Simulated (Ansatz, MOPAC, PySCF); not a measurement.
Dimer: N2 (SMILES N#N) (first 2 atoms) with CH3F (SMILES CF); geometry from B3LYP-D3(BJ)/def2-TZVP, rigid monomers moved along the line of their centres of mass till N1···F4 is 3.57 Å.
(charge 0, multiplicity 1):
```tsv
atom	x (Å)	y (Å)	z (Å)
N	-0.4320	0.0213	-0.0446
N	0.4995	0.0534	-0.6109
C	-0.3576	-0.6545	3.8904
F	0.8596	-0.6281	3.2180
H	-1.1573	-0.4703	3.1726
H	-0.4822	-1.6354	4.3506
H	-0.3515	0.1223	4.6561
```

Monomers are frozen at their geometry in the pair; levels with a basis set take the counterpoise correction. Rows marked so take none.

Frozen-core correlation. CBS(a, b) extrapolates the correlation energy as X⁻³ and adds the Hartree–Fock energy of set b. Rows in 3-21G, 6-311+G**, 6-31G*, STO-3G carry no dispersion term and start afresh at each structure (6-31G* with six Cartesian d functions). MP2/6-31G* freezes PySCF's default core. The state reached by AM1, PM6 isn't checked.

Programs: Ansatz (an electronic-structure program) with Gaussian orbitals; MOPAC for AM1, PM6 (differences of heats of formation); PySCF for 3-21G rows, 6-311+G** rows, 6-31G* rows, STO-3G rows, the dispersion terms. Each number belongs to the level named beside it.

Other levels give for the interaction energy: PBE/def2-TZVPPD -19.5; B3LYP/def2-TZVPPD -5.3; B3LYP-D3(BJ)/def2-TZVPPD -24.8; wB97M-V/def2-TZVPPD -26.3; MP2/CBS(aug-cc-pVDZ, aug-cc-pVTZ) + ΔCCSD(T)/aug-cc-pVDZ -27.5 meV.

What do these common cheap choices give for the same quantity: AM1, PM6, HF/STO-3G (no counterpoise), HF/6-31G* (no counterpoise), BP86/6-31G* (no counterpoise), B3LYP/3-21G (no counterpoise), B3LYP/6-311+G** (no counterpoise), MP2/6-31G* (no counterpoise)?

AM1 -12.2; PM6 -24.8; HF/STO-3G (no counterpoise) -11.3; HF/6-31G* (no counterpoise) -15.5; BP86/6-31G* (no counterpoise) -5.4; B3LYP/3-21G (no counterpoise) -24.4; B3LYP/6-311+G** (no counterpoise) -11.9; MP2/6-31G* (no counterpoise) -32.3 meV. They span -32.3 to -5.4 meV.
